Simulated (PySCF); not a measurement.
NMR data sheet: C6H10OSi

| Property | Result |
| --- | --- |
| Formula | C6H10OSi |
| SMILES | C=C(C)[C@H]1C[SiH2]C1=O |
| Point group of the computed structure | C1 |
| Degrees of unsaturation | 3 |
| Carbon signals | 6 |
| Proton signals | 8 |

Molfile (atoms numbered from 1):
```
C6H10OSi
     RDKit          3D

 18 18  0  0  0  0  0  0  0  0999 V2000
   -1.0034    1.4213   -0.5144 C   0  0  0  0  0  0  0  0  0  0  0  0
   -1.0326    0.1396   -0.1783 C   0  0  0  0  0  0  0  0  0  0  0  0
   -2.2678   -0.5285    0.3411 C   0  0  0  0  0  0  0  0  0  0  0  0
    0.1846   -0.7417   -0.1695 C   0  0  1  0  0  0  0  0  0  0  0  0
    1.3706   -0.3100   -1.0564 C   0  0  0  0  0  0  0  0  0  0  0  0
    2.3484    0.4266    0.4203 Si  0  0  0  0  0  4  0  0  0  0  0  0
    0.8405   -0.5029    1.1966 C   0  0  0  0  0  0  0  0  0  0  0  0
    0.4614   -0.8574    2.2798 O   0  0  0  0  0  0  0  0  0  0  0  0
   -1.8927    2.0268   -0.4718 H   0  0  0  0  0  0  0  0  0  0  0  0
   -0.1132    1.9179   -0.8582 H   0  0  0  0  0  0  0  0  0  0  0  0
   -3.0927    0.1745    0.4173 H   0  0  0  0  0  0  0  0  0  0  0  0
   -2.0642   -0.9435    1.3285 H   0  0  0  0  0  0  0  0  0  0  0  0
   -2.5631   -1.3493   -0.3129 H   0  0  0  0  0  0  0  0  0  0  0  0
   -0.1197   -1.7811   -0.3103 H   0  0  0  0  0  0  0  0  0  0  0  0
    1.0823    0.3441   -1.8753 H   0  0  0  0  0  0  0  0  0  0  0  0
    1.8514   -1.1797   -1.5029 H   0  0  0  0  0  0  0  0  0  0  0  0
    2.3328    1.8794    0.5558 H   0  0  0  0  0  0  0  0  0  0  0  0
    3.6688   -0.1298    0.6990 H   0  0  0  0  0  0  0  0  0  0  0  0
  1  2  2  0
  2  3  1  0
  2  4  1  0
  4  5  1  0
  5  6  1  0
  6  7  1  0
  7  8  2  0
  7  4  1  0
  1  9  1  0
  1 10  1  0
  3 11  1  0
  3 12  1  0
  3 13  1  0
  4 14  1  6
  5 15  1  0
  5 16  1  0
  6 17  1  0
  6 18  1  0
M  END
```

- shielding tensors at PBE0/pcSseg-1 (GIAO)
- coordinates at the GFN2-xTB level
- program: PySCF
- no solvent model, non-relativistic Hamiltonian, fast rotation and ring inversion assumed for equivalent nuclei, single conformer

References, each an isolated molecule treated in the same way: TMS for ¹H (31.72 ppm) and ¹³C (186.93 ppm) and ²⁹Si (349.16 ppm); ¹⁷O (336.08 ppm) vs H2O.

```tsv
carbon	δC, type	δH (multiplicity)	HMBC from (2–3 bonds)	span of the C tensor (ppm)
C1	115.7, CH2	H9 5.44 (br s); H10 4.95 (br s)	H14, H11/H12/H13	192
C2	151.4, C	–	H9, H10, H14, H11/H12/H13, H16, H15	243
C3	27.6, CH3	1.98 (s)	H9, H10, H14	47
C4	76.7, CH	3.68 (m)	H9, H17, H18, H10, H11/H12/H13, H16, H15	66
C5	9.0, CH2	H15 1.22 (m); H16 1.78 (m)	H17, H18, H14	34
C7	236.3, C	–	H17, H18, H14, H16, H15	199
```

Other nuclei:
```csv
atoms,nucleus,environment,δ (ppm),σ (ppm)
H17,¹H,"hydrogen on a silicon bonded to 2 C, in a 4-membered ring",5.43,26.29
H18,¹H,"hydrogen on a silicon bonded to 2 C, in a 4-membered ring",5.19,26.53
Si6,²⁹Si,"silicon bonded to 2 C, 2 H, in a 4-membered ring",-19.1,368.3
O8,¹⁷O,carbonyl oxygen,791.0,-455.0
```

Carbon types of the structure: 2 × C, 1 × CH, 2 × CH2, 1 × CH3, leaving 2 H on heteroatoms. δC 236.3: carbonyl carbon. δC 151.4: fully substituted alkene carbon; an sp2 carbon of a C=C bond. δC 115.7: terminal =CH2 carbon; as expected for a trigonal carbon in a double bond. δC 76.7: sp3 CH α to a carbonyl. δC 9.0: sp3 CH2 bonded to Si; an electropositive neighbour leaves it electron-rich and shielded.

Shifts are as computed. Against solution values, carbons near 30 ppm lie about +3 ppm off and those near 130 ppm about +5 ppm. Of 1211 compounds with measured shifts, 218 miss one by over three times the rms of a fit or turn the order of signals round; such compounds aren't used in these exercises. Unscaled 17O shifts of doubly bonded oxygen tend to come out too high, by tens of ppm or more. Experimental scales use liquid or dissolved standards, which lie at an offset from isolated H2O (liquid H2O: subtract about 36 ppm). No couplings were computed; multiplicities are counted from neighbouring protons, with m where these are inequivalent, close in shift, in a saturated or five-membered ring or joined by F or P, and br s for small geminal =CH2 splittings.
